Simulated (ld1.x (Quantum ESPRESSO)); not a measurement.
**F (Z = 9): one change to an RRKJ potential, before and after**

| Item | Value |
| --- | --- |
| Element | fluorine (F) |
| Generator | ld1.x (Quantum ESPRESSO) 7.5 |
| Type | norm-conserving RRKJ (Kleinman–Bylander form) |
| Functional | Wu–Cohen |
| Relativity | scalar-relativistic |
| Frozen core | [He] |
| Valence charge | 7 |
| Reference configuration | 2s2 2p4.5 (charge +0.5) |
| Partial waves | 2s (bound): rc 0.85 bohr; 2p (bound): rc 1.05 bohr |
| Local potential | all-electron potential smoothed inside 0.70 bohr (lloc = -1) |
| Core correction | Bessel-smoothed model core inside 0.80 bohr |
| rho0 | 0.005 |

Change: local potential all-electron potential smoothed inside 1.16 bohr (lloc = -1).

Cutoffs: the cutoffs (Ry, on a coarse ladder) from which the occupation-weighted sum of valence levels, in a spherical-Bessel basis at the reference potential, stays within 10 and 1 mRy of its value at 400 Ry; they do not see the model core or the augmentation charge, which bear on the density cutoff. Errors are all-electron minus pseudo energies relative to the spin-unpolarised reference configuration.

**Question.** What does the change do?

**Answer.** The potential gets neither clearly harder nor softer (160 Ry and 200 Ry → 160 Ry and 200 Ry); of the 7 tests that both files solve, the error grows in 1 and shrinks in 4 by more than 15 % and 0.3 meV (median size 1.3 → 1.5 meV); neither file shows a bound ghost.

```tsv
quantity	base	changed
cutoff, loose	160 Ry	160 Ry
cutoff, tight	200 Ry	200 Ry
bound ghosts	none	none
error for 2s2 2p5, meV [ΔE -7.53 eV]	+0.9	-0.3
error for 2s2 2p4, meV [ΔE 11.84 eV]	+0.9	-0.8
error for 2s2 2p3, meV [ΔE 50.22 eV]	+37	+16
error for 2s2 2p1, meV [ΔE 196.64 eV]	+776	+641
error for 2s1 2p6, meV [ΔE 11.15 eV]	+21	+21
error for 2s1 2p5, meV [ΔE 30.81 eV]	+1.3	+0.4
error for 2s2 2p5.3, meV [ΔE -10.19 eV]	+1.0	-1.5
```
